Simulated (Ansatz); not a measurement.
**CH5GaSe: where a starting geometry ends**

The starting geometry of this gas-phase singlet is a saddle point at PBE0-D4/def2-SVP, pushed by 0.25 Å along its imaginary mode; its bonds are those of `[CH3][GaH][SeH]`.

```json
{"atom": "C", "x (Å)": "-3.0303", "y (Å)": "-1.6424", "z (Å)": "0.3722"}
{"atom": "Ga", "x (Å)": "-2.5721", "y (Å)": "0.1984", "z (Å)": "0.8787"}
{"atom": "Se", "x (Å)": "-0.7226", "y (Å)": "0.5465", "z (Å)": "2.2568"}
{"atom": "H", "x (Å)": "-3.7885", "y (Å)": "-1.6643", "z (Å)": "-0.4625"}
{"atom": "H", "x (Å)": "-3.4614", "y (Å)": "-2.1577", "z (Å)": "1.2692"}
{"atom": "H", "x (Å)": "-2.0951", "y (Å)": "-2.1926", "z (Å)": "0.0694"}
{"atom": "H", "x (Å)": "-3.3193", "y (Å)": "1.5165", "z (Å)": "0.4995"}
{"atom": "H", "x (Å)": "-0.3930", "y (Å)": "-0.8785", "z (Å)": "2.3461"}
```

Task: Predict what becomes of its bonds when it is optimised with PBE0-D4/def2-SVP.

Result: It keeps its bonds, and is `[CH3][GaH][SeH]`.

The energy falls by 0.04 eV over 32 steps:

| step | E − E(last) (eV) |
| --- | --- |
| 1 | 0.038 |
| 4 | 0.004 |
| 8 | 0.004 |
| 11 | 0.002 |
| 15 | 0.001 |
| 18 | 0.001 |
| 22 | 0.000 |
| 25 | 0.000 |
| 29 | 0.000 |
| 32 | 0.000 |

Final geometry (Å):

```xyz
8

C    -3.0473   -1.6550    0.4139
Ga   -2.6145    0.1655    0.9994
Se   -0.6064    0.6038    2.0965
H    -3.2040   -1.6692   -0.6765
H    -3.9874   -1.9850    0.8840
H    -2.2549   -2.3732    0.6663
H    -3.5120    1.4349    0.8055
H    -0.1556   -0.7959    2.0401
```

Frequencies at the end are all real (lowest 42 cm⁻¹). Run with Ansatz 0.2.0, 98 s on 2 threads of Arm Neoverse V1, on a shared host.
